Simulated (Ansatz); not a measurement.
# Energy profile

The step: GeSiH₆ ([SiH3][GeH3]) + PH₃ → GePH₅ ([PH2][GeH3]) + SiH₄; bonds formed: Ge1–P7, Si2–H6; bonds broken: Ge1–Si2, H6–P7 (atoms numbered as in the saddle structure below).

Ge1  (-1.476, 0.343, 0.423)
Si2  (0.721, -1.120, 0.551)
H3  (-2.434, -0.011, -0.724)
H4  (-1.367, 1.867, 0.626)
H5  (-2.058, -0.257, 1.731)
H6  (1.429, -0.390, -0.674)
P7  (0.453, 1.028, -1.478)
H8  (1.075, -2.255, 1.475)
H9  (-0.189, -1.795, -0.422)
H10  (1.036, 0.069, 1.393)
H11  (1.588, 0.634, -2.249)
H12  (1.222, 1.887, -0.651)
(Å)

Electronic energies by CCSD(T) at an estimated basis limit (MP2 extrapolated from triple and quadruple zeta, plus CCSD(T) − MP2 in triple zeta), on PBE0-D4/def2-TZVP structures; GeSiPH9, singlet; no counterpoise correction. Computed with Ansatz 0.2.0 (basis: def2-TZVPP and def2-QZVPP); correlated methods freeze the cores. Filled d shells of the heavier atoms are correlated. The def2 sets are not built for correlating such inner shells, so the correlated values are less sure here. Extrapolation: Hartree–Fock as exp(−7.88 √X), correlation as X^−2.97.

Question: Give the profile in kJ/mol, counted from the separated reactants. (To be estimated.)

Answer: The calculation gives:
```csv
point,kJ/mol
"separated: GeSiH6 (linked as [SiH3][GeH3]; Ge1, Si2, H3, H4, H5, H8, H9, H10; singlet) + PH3 (H6, P7, H11, H12; singlet)",0.0
start structure,-6.9
saddle,324.7
end structure,-12.9
"separated: GePH5 (linked as [PH2][GeH3]; Ge1, H3, H4, H5, P7, H11, H12; singlet) + SiH4 (Si2, H6, H8, H9, H10; singlet)",-6.1
```

T1 diagnostic: at most 0.016. The restricted Hartree–Fock reference is unstable towards an unrestricted one at one or more of these structures. The start structure is not quite a true minimum (one mode of 32i cm⁻¹).

For scale, one of the runs: CCSD(T)/def2-TZVPP, 258 basis functions, launched by `ansatz run in.yaml --threads 8 --pin off --events-out ev --progress --plain --max-ram 19148MiB`. Hardware: 8 CPU threads of an Intel Xeon 6975P-C, shared host. Wall time 21 s; peak host memory 5.9 GiB.
